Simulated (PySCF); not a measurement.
## InN⁻, PBE: how much the basis matters

PySCF, UKS reference; doublet, unpaired electrons π ↑; De to In⁻ + N without counterpoise correction.

| basis | relativity | functions | Re (Å) | ωe (cm⁻¹) | De (eV) | μ (D) |
| --- | --- | --- | --- | --- | --- | --- |
| def2-SVPD | scalar-relativistic core potentials | 52 | 2.072 | 563 | 3.44 | -3.09 |
| aug-cc-pVDZ-PP/aug-cc-pVDZ | scalar-relativistic core potentials | 55 | 2.089 | 532 | 3.06 | -3.75 |
| def2-TZVPPD | scalar-relativistic core potentials | 93 | 2.059 | 556 | 3.29 | -3.45 |

(1) How does each smaller set differ from the one with most functions, def2-TZVPPD?

A positive dipole points towards N; it is taken about the centre of mass and depends on that origin. These are scalar-relativistic numbers at best; spin–orbit coupling would shift them, the dissociation energy most. For an ion De counts to the pair picked by the measured ionisation energies or electron affinities, which need not be the lowest pair at this level. The highest Kohn–Sham level is positive in some of these anions. Much of that is self-interaction error, but it also means that the finite basis helps to hold the extra electron. The state was picked by a PBE0 search and need not be the measured ground state.

Results:

(1) def2-SVPD: +1.3 pm, +1.3 % in ωe, +0.15 eV in De; aug-cc-pVDZ-PP/aug-cc-pVDZ: +3.0 pm, -4.3 % in ωe, -0.23 eV in De. All at PBE; the set with most functions is neither the basis-set limit nor always the best.
